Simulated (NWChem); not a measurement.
System: Si$_{2}$NH$_{5}$O$_{2}$; SMILES N[SiH]1O[SiH2]O1

```xyz
10

N      0.5554    -2.1618     0.0000
Si    -0.4299    -0.7855     0.0000
O     -0.0897     0.3858     1.1902
Si     0.2031     1.5508     0.0000
O     -0.0897     0.3858    -1.1902
H      1.5674    -2.1461     0.0000
H      0.1703    -3.0971     0.0000
H     -1.8349    -1.2551     0.0000
H     -0.7767     2.6695     0.0000
H      1.5965     2.0737     0.0000
```
Atoms are numbered in this order, from 1.

All runs: NWChem. Geometry: optimised at PBE0/def2-SVP.

### Question
Among these, which level gives the highest value of “highest occupied level (eV)”?
A) TPSS/cc-pVDZ
B) TPSS/aug-cc-pVDZ
C) TPSS/cc-pVTZ

### Answer
A, TPSS/cc-pVDZ. Values: TPSS/aug-cc-pVDZ -6.75; TPSS/cc-pVTZ -6.67; TPSS/cc-pVDZ -6.45
